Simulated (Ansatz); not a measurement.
Relaxation of H₅OSSi₂ (9 atoms, charge 1, multiplicity 1), to a largest force component of 0.02 eV/Å in at most 50 steps.

Method: RKS r2SCANh-D4/def2-SVP in Ansatz.

```xyz
9
Properties=species:S:1:pos:R:3:forces:R:3
O 0.347 1.343 -0.746 -0.95 -2.55 1.64
Si -1.207 -0.419 -0.541 1.32 3.32 2.79
Si 0.714 -1.527 0.069 0.59 0.58 -1.76
S -2.205 0.516 1.153 -0.56 -0.37 -1.54
H 0.522 1.649 -1.642 0.14 -0.33 -0.64
H -1.361 0.272 -1.795 -0.69 -0.55 -1.05
H 1.253 -2.000 -1.212 0.08 -0.14 -0.42
H 1.771 -1.963 1.014 -0.48 0.42 0.76
H -1.322 0.281 2.122 0.54 -0.39 0.22
```

Problem. Where does it end, and by what steps?

Solution. The forces met the threshold. Limits of this set-up: the dipole of an ion depends on the origin. After 16 steps the energy has fallen by 4.739 eV; O1 moved furthest, 0.85 Å. Joined: O1–Si2, O1–Si3.

```tsv
step	energy less start (eV)	largest force component (eV/Å)	accepted
0	0.0000	3.317	yes
1	-1.7048	4.020	yes
2	-3.0539	2.981	yes
3	-3.5579	3.262	yes
4	-4.0855	0.762	yes
5	-4.3994	0.888	yes
6	-4.6122	1.294	yes
7	-4.5570	0.837	no
8	-4.7008	0.342	yes
9	-4.7128	0.296	yes
10	-4.7259	0.180	yes
11	-4.7337	0.073	yes
12	-4.7366	0.144	yes
13	-4.7385	0.021	yes
14	-4.7387	0.049	yes
15	-4.7388	0.049	yes
16	-4.7389	0.013	yes
```

```xyz
9
Properties=species:S:1:pos:R:3
O 0.522 0.510 -0.737
Si -1.182 -0.149 -0.442
Si 0.821 -1.217 -0.325
S -2.245 0.724 1.118
H 1.001 1.301 -1.044
H -1.902 -0.008 -1.721
H 1.396 -1.933 -1.482
H 1.571 -1.304 0.945
H -1.470 0.230 2.110
```

Whether the end is a true minimum wasn't checked by a vibrational analysis.

Run time: 23 s on 2 threads of AMD EPYC 9R45 96-Core Processor (Zen 5), on a shared host, peak memory 0.23 GiB.
